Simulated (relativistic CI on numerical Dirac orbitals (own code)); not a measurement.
Sensitivity of the levels of Pm9+ to α and to the nuclear radius

Calculated at this level of theory: Dirac-Coulomb-Breit CI, KLI orbitals optimised for each configuration, derivatives by finite differences, unscaled Slater integrals, QED left out (own radial code, finite nucleus).

Configuration list (outside the closed core [Kr] 4d10): 4f3 5s2 5p, 4f 5s2 5p3, 4f2 5s2 5p2, 4f2 5s 5p3, 4f 5s2 5p 6s2, 4f2 5s2 6s2. The list is cut by size and lacks configurations that can hold low levels.

With x = (α/α₀)² − 1 an excitation energy changes as ω = ω₀ + qx; K = 2q/ω₀ is the relative enhancement. Terms are leading LS components, so labels can repeat. The field-shift factor is F = δν/δ⟨r²⟩ for the transition from the lowest level.

Lowest level 4f2 5s2 5p2 5I_4.

```
           Level  ω₀ (cm⁻¹)  q (cm⁻¹)      K  F (GHz/fm²)
4f2 5s2 5p2 5I_5     5599.7      4602   1.64       0.0359
4f2 5s2 5p2 5G_2     8702.9      1346  0.309       0.0892
4f2 5s2 5p2 5G_6    11358.1      8671   1.53       0.0786
4f2 5s2 5p2 5G_3    12723.3      4956  0.779        0.103
4f2 5s2 5p2 3F_4    13124.7      6056  0.923       -0.113
 4f3 5s2 5p 5K_5    15450.0     76760   9.94        -10.8
 4f3 5s2 5p 3H_4    19143.1     53110   5.55        -6.59
 4f3 5s2 5p 5K_6    19966.2     81170   8.13        -10.9
4f2 5s2 5p2 3G_4    21348.7     29160   2.73         -2.8
 4f3 5s2 5p 5I_5    22319.2     78210   7.01        -10.1
 4f3 5s2 5p 5K_7    24531.4     84670    6.9        -10.9
 4f3 5s2 5p 5H_6    25777.8     80900   6.28        -10.1
4f2 5s2 5p2 5I_4    28921.0     44260   3.06        -3.17
4f2 5s2 5p2 3D_2    28943.7      9596  0.663       -0.131
 4f3 5s2 5p 5I_8    29649.9     87240   5.88        -10.8
 4f3 5s2 5p 5H_7    29741.8     84930   5.71        -10.4
4f2 5s2 5p2 5I_5    30596.4     47220   3.09        -3.23
4f2 5s2 5p2 3G_3    31330.3     39360   2.51        -2.19
4f2 5s2 5p2 3P_0    32098.9     10920   0.68       -0.176
4f2 5s2 5p2 5D_1    33560.0     15450  0.921       -0.626
 4f3 5s2 5p 5G_2    33722.4     71630   4.25        -9.19
 4f3 5s2 5p 3I_5    33726.0     64580   3.83         -6.9
4f2 5s2 5p2 5I_6    33962.3     48150   2.84        -2.83
```

At this charge transitions that keep the count of f electrons are usually good to a few per cent. Terms inside the open d or f shell come out 10 to 20 % too wide with unscaled integrals. Levels and lines within the n = 5 or 6 shells can be off by up to 10 % or somewhat more, and those that change n by about 2 %, since core polarisation is missing. Levels that differ in their count of f electrons can be misplaced by several ten thousand cm⁻¹, since the correlation energy of f electrons is missing or only estimated; rates across such gaps can be off by orders of magnitude.
